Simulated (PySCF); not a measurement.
Point-charge models of `FC[Si@@H](P)[SiH2]C[SiH3]` against its computed dipole.

Coordinates (GFN2-xTB, Å) and charges (e) from the PBE0/pcSseg-1 density (PySCF):

```
atom       x       y       z  Mulliken      IAO  Hirshfeld  ESP-fitted
  F1  -1.182   1.429  -1.843   -0.3454  -0.3314    -0.1267     -0.2221
  C2  -1.805   1.761  -0.653   -0.1235  -0.2161    -0.0683     -0.0342
 Si3  -1.740   0.246   0.547   +0.2097  +0.4066    +0.2089     +0.3349
  P4  -3.684  -0.833   0.213   -0.1973  -0.0882    -0.0186     -0.3824
 Si5   0.255  -0.912   0.149   +0.4048  +0.4676    +0.2444     +0.0576
  C6   1.729   0.273   0.347   -0.8651  -0.8101    -0.2427     -0.2080
 Si7   3.440  -0.463  -0.040   +0.5049  +0.6111    +0.3170     +0.3992
  H8  -2.821   2.067  -0.910   +0.1410  +0.1509    +0.0423     +0.1063
  H9  -1.268   2.628  -0.262   +0.1305  +0.1469    +0.0412     +0.0579
 H10  -1.924   0.866   1.876   -0.0180  -0.0983    -0.0787     -0.0897
 H11  -3.326  -1.938   0.964   +0.0590  -0.0034    -0.0101     +0.1264
 H12  -3.295  -1.437  -0.970   +0.0644  -0.0015    -0.0090     +0.1282
 H13   0.275  -1.508  -1.194   -0.0376  -0.0968    -0.0719     -0.0459
 H14   0.391  -2.024   1.106   -0.0492  -0.1086    -0.0801     -0.0565
 H15   1.735   0.661   1.366   +0.1737  +0.1614    +0.0418     +0.0656
 H16   1.571   1.136  -0.301   +0.1818  +0.1655    +0.0425     +0.0834
 H17   3.505  -0.848  -1.449   -0.0722  -0.1177    -0.0754     -0.0965
 H18   4.471   0.541   0.240   -0.0816  -0.1168    -0.0784     -0.1257
 H19   3.664  -1.635   0.809   -0.0800  -0.1211    -0.0780     -0.0987
```

**Question.** Compute μ = Σ q r for each scheme (1 e·Å = 4.803 D) and compare with the dipole of the full density.

**Answer.** The full density gives (0.48, 0.41, 1.26) D, 1.41 D in size; dipole vectors point from the negative to the positive end.

```
    scheme     μx     μy    μz  size (D)  share of the full size (%)  angle to the full dipole (°)
  Mulliken   0.22  -1.43  2.51      2.89                         206                            49
       IAO  -0.45  -0.45  2.73      2.81                         200                            40
 Hirshfeld  -0.28  -0.07  0.96      1.00                          71                            42
ESP-fitted   0.40   0.44  1.24      1.37                          98                             3
```

**Question.** Which set comes closest?

**Answer.** Length of the difference vector: ESP-fitted 0.09 D, Hirshfeld 0.95 D, IAO 1.95 D, Mulliken 2.24 D. Closest: ESP-fitted. 

**Question.** What is left for the Hirshfeld atoms' own dipoles?

**Answer.** The shares of the density sum to the whole, so what Σ q r misses lies in dipoles about the nuclei. The atomic dipoles sum to (0.48, 0.41, 1.26) − (-0.28, -0.07, 0.96) = (0.76, 0.48, 0.30) D, 0.95 D in size.

**Question.** With the origin at the mean of the coordinates, (-0.001, 0.000, 0.000) Å, which are the largest single terms, by size, of the IAO dipole along the direction of the full one?

**Answer.** C6 -3.82, Si7 +2.96, F1 +2.60, H15 +1.56, H18 -1.07 D; all 19 atoms together +2.15 D. The single terms depend on the origin, their sum doesn't.

**Question.** Give the size of the full dipole in other units.

**Answer.** 1.41 D = 0.553 au = 0.293 e·Å = 4.69 × 10⁻³⁰ C·m.

Isolated species at its GFN2-xTB geometry (one conformer only).

The values belong to the conformer `[F:1][CH2:2][Si@@H:3]([PH2:4])[SiH2:5][CH2:6][SiH3:7]`: F1–C2–Si3–P4 -94°, C2–Si3–Si5–C6 56°, Si3–Si5–C6–Si7 -177°, H–P4–Si3–C2 171°, H–P4–Si3–C2 78°.
